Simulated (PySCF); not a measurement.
Consider `CCO/C=C(\C)CC` (C7H14O). Coordinates in Å; atoms count from 1 in this order:
```
C     3.6966   -0.6703    0.0931
C     2.2756   -1.1921    0.2324
O     1.3875   -0.1090    0.0641
C     0.0645   -0.3902    0.2739
C    -0.8997    0.5097    0.1085
C    -0.6093    1.9115   -0.3369
C    -2.3396    0.1452    0.3436
C    -3.0933   -0.0854   -0.9681
H     3.8292   -0.2149   -0.8843
H     3.8903    0.0815    0.8534
H     4.4041   -1.4866    0.2073
H     2.0777   -1.9625   -0.5289
H     2.1345   -1.6470    1.2245
H    -0.1565   -1.4019    0.5986
H    -1.0424    2.6277    0.3608
H     0.4635    2.0685   -0.3889
H    -1.0389    2.1003   -1.3204
H    -2.3944   -0.7629    0.9472
H    -2.8293    0.9498    0.8977
H    -2.6272   -0.8901   -1.5318
H    -4.1281   -0.3553   -0.7681
H    -3.0856    0.8128   -1.5801
```

These are calculated values, PBE0-D3(BJ)/ma-def2-SVP in PySCF (grid level 2) at geometries from GFN2-xTB. Thermal corrections: GFN2-xTB frequencies, unscaled, ideal gas at 298.15 K and 1 bar, quasi-RRHO entropy.

Q: What are the vertical and the adiabatic ionisation energy for forming the radical cation?

A: 7.85 eV vertical and 7.43 eV adiabatic, the latter with zero-point energy.

Q: Where does the unpaired spin of the relaxed radical cation sit?

A: C5 (alkene carbon) 0.42, O3 (ether oxygen) 0.26, C4 (alkene carbon) 0.21 (intrinsic atomic orbital populations).

Q: How far is −ε(HOMO) from the vertical value by ΔSCF?

A: −ε(HOMO) = 5.97 eV, which is 1.88 eV below the ΔSCF value.

Known limits: ma-def2-SVP is a small basis, whose errors can reach tens of kJ/mol.
